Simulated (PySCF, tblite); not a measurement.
C₄H₆F₄O.
Atom-mapped SMILES: `[CH3:1][O:2][CH2:3][C@H:4]([F:5])[C:6]([F:7])([F:8])[F:9]` (hydrogens: H10, H11, H12 on C1; H13, H14 on C3; H15 on C4)

Cartesian coordinates in Å at the GFN2-xTB level; atoms count from 1:
```xyz
15
C4H6F4O angstrom
C     -2.534   -0.059   -0.454
O     -1.245   -0.623   -0.523
C     -0.280    0.127    0.161
C      1.048   -0.625    0.088
F      1.132   -1.558    1.084
C      2.236    0.333    0.242
F      2.299    1.173   -0.803
F      3.402   -0.307    0.300
F      2.141    1.092    1.338
H     -2.881    0.010    0.583
H     -3.187   -0.723   -1.014
H     -2.553    0.942   -0.903
H     -0.163    1.121   -0.299
H     -0.554    0.259    1.219
H      1.136   -1.156   -0.868
```

Level of theory: B3LYP/def2-SVPD in PySCF (dipole) on a GFN2-xTB geometry, gas phase.

Masses are those of the commonest isotopes; rigid-rotor values at the optimised geometry. The values belong to one conformer with, in the numbering `[CH3:1][O:2][CH2:3][C@H:4]([F:5])[C:6]([F:7])([F:8])[F:9]`, C1–O2–C3–C4 177°, O2–C3–C4–F5 -85°.

What are A, B and C (GHz)?

Ia = 171.53, Ib = 558.03, Ic = 621.50 u·Å²; 505379 MHz·u·Å²/I gives 2946, 905.6 and 813.2 MHz, that is A = 2.9463, B = 0.9056, C = 0.8132 GHz.

What kind of rotor is it?

A near-prolate asymmetric top. Ray's parameter κ = (2B − A − C)/(A − C) = -0.913; −1 is the prolate and +1 the oblate limit.

What does the inertial defect say?

Not planar: Δ = Ic − Ia − Ib = -108.07 u·Å². For a rigid frame Δ = −2 Σ m c², so Σ m c² = 54.03 u·Å² lies off the ab plane: 5.65 from hydrogen and 48.39 from heavier atoms. The atom farthest from that plane is 1.44 Å away.

Where do the levels up to J = 4 lie, in cm⁻¹?

Above 0(0,0):
J = 1: 1(0,1) 0.0573, 1(1,1) 0.1254, 1(1,0) 0.1285
J = 2: 2(0,2) 0.1719, 2(1,2) 0.2370, 2(1,1) 0.2462, 2(2,1) 0.4504, 2(2,0) 0.4506
J = 3: 3(0,3) 0.3435, 3(1,3) 0.4043, 3(1,2) 0.4228, 3(2,2) 0.6224, 3(2,1) 0.6230, 3(3,1) 0.9706, 3(3,0) 0.9706
J = 4: 4(0,4) 0.5718, 4(1,4) 0.6273, 4(1,3) 0.6581, 4(2,3) 0.8517, 4(2,2) 0.8532, 4(3,2) 1.2001, 4(3,1) 1.2001, 4(4,1) 1.6872, 4(4,0) 1.6872

Predict some low-J microwave lines.

The dipole components are |μa| = 2.43 D, |μb| = 1.40 D, |μc| = 0.26 D. The squared components, which scale the intensities, stand as 1.00 : 0.34 : 0.01 (a : b : c). Some lines, for components of 0.1 D or more:

```json
{"type": "a", "branch": "Q", "J(Ka,Kc)": "3(1,2) ← 3(1,3)", "MHz": "555", "lower level (cm⁻¹)": "0.404"}
{"type": "a", "branch": "Q", "J(Ka,Kc)": "4(1,3) ← 4(1,4)", "MHz": "924", "lower level (cm⁻¹)": "0.627"}
{"type": "c", "branch": "Q", "J(Ka,Kc)": "4(1,4) ← 4(0,4)", "MHz": "1663", "lower level (cm⁻¹)": "0.572"}
{"type": "a", "branch": "R", "J(Ka,Kc)": "1(0,1) ← 0(0,0)", "MHz": "1719", "lower level (cm⁻¹)": "0.000"}
{"type": "b", "branch": "Q", "J(Ka,Kc)": "1(1,0) ← 1(0,1)", "MHz": "2133", "lower level (cm⁻¹)": "0.057"}
{"type": "b", "branch": "Q", "J(Ka,Kc)": "3(1,2) ← 3(0,3)", "MHz": "2378", "lower level (cm⁻¹)": "0.343"}
{"type": "a", "branch": "R", "J(Ka,Kc)": "3(1,3) ← 2(1,2)", "MHz": "5016", "lower level (cm⁻¹)": "0.237"}
{"type": "a", "branch": "R", "J(Ka,Kc)": "3(2,1) ← 2(2,0)", "MHz": "5169", "lower level (cm⁻¹)": "0.451"}
{"type": "c", "branch": "Q", "J(Ka,Kc)": "3(2,2) ← 3(1,2)", "MHz": "5985", "lower level (cm⁻¹)": "0.423"}
{"type": "b", "branch": "Q", "J(Ka,Kc)": "3(2,1) ← 3(1,2)", "MHz": "6001", "lower level (cm⁻¹)": "0.423"}
{"type": "b", "branch": "Q", "J(Ka,Kc)": "2(2,1) ← 2(1,2)", "MHz": "6399", "lower level (cm⁻¹)": "0.237"}
{"type": "a", "branch": "R", "J(Ka,Kc)": "4(1,4) ← 3(1,3)", "MHz": "6684", "lower level (cm⁻¹)": "0.404"}
{"type": "a", "branch": "R", "J(Ka,Kc)": "4(3,2) ← 3(3,1)", "MHz": "6881", "lower level (cm⁻¹)": "0.971"}
{"type": "a", "branch": "R", "J(Ka,Kc)": "4(3,1) ← 3(3,0)", "MHz": "6882", "lower level (cm⁻¹)": "0.971"}
{"type": "a", "branch": "R", "J(Ka,Kc)": "4(2,2) ← 3(2,1)", "MHz": "6903", "lower level (cm⁻¹)": "0.623"}
{"type": "c", "branch": "R", "J(Ka,Kc)": "3(1,2) ← 2(0,2)", "MHz": "7522", "lower level (cm⁻¹)": "0.172"}
{"type": "c", "branch": "R", "J(Ka,Kc)": "2(2,0) ← 1(1,0)", "MHz": "9655", "lower level (cm⁻¹)": "0.128"}
{"type": "b", "branch": "R", "J(Ka,Kc)": "3(2,2) ← 2(1,1)", "MHz": "11278", "lower level (cm⁻¹)": "0.246"}
{"type": "c", "branch": "R", "J(Ka,Kc)": "3(3,0) ← 2(2,0)", "MHz": "15590", "lower level (cm⁻¹)": "0.451"}
{"type": "c", "branch": "R", "J(Ka,Kc)": "3(3,1) ← 2(2,1)", "MHz": "15593", "lower level (cm⁻¹)": "0.450"}
{"type": "c", "branch": "R", "J(Ka,Kc)": "4(3,1) ← 3(2,1)", "MHz": "17303", "lower level (cm⁻¹)": "0.623"}
{"type": "c", "branch": "R", "J(Ka,Kc)": "4(3,2) ← 3(2,2)", "MHz": "17318", "lower level (cm⁻¹)": "0.622"}
{"type": "c", "branch": "R", "J(Ka,Kc)": "4(4,1) ← 3(3,1)", "MHz": "21484", "lower level (cm⁻¹)": "0.971"}
```

Estimate the classical rotational partition function at 25 K, 298.15 K and 500 K.

Point group C1, symmetry number σ = 1; q = (√π/σ)·√((kT/h)³/(ABC)), k/h = 20836.6 MHz/K: 14300 at 25 K, 589000 at 298.15 K, 1280000 at 500 K.

Its GFN2-xTB frequencies are all real (lowest 43 cm⁻¹). No vibrational averaging or centrifugal distortion is included, and the geometry carries the error of its method. A rigid rotor knows nothing of internal rotation, which can split or shift real lines.

The run took 44 s of wall time on Arm Neoverse V2, one thread, shared host. This is the B3LYP/def2-SVPD job that gave the dipole, with the excitations it also computed.
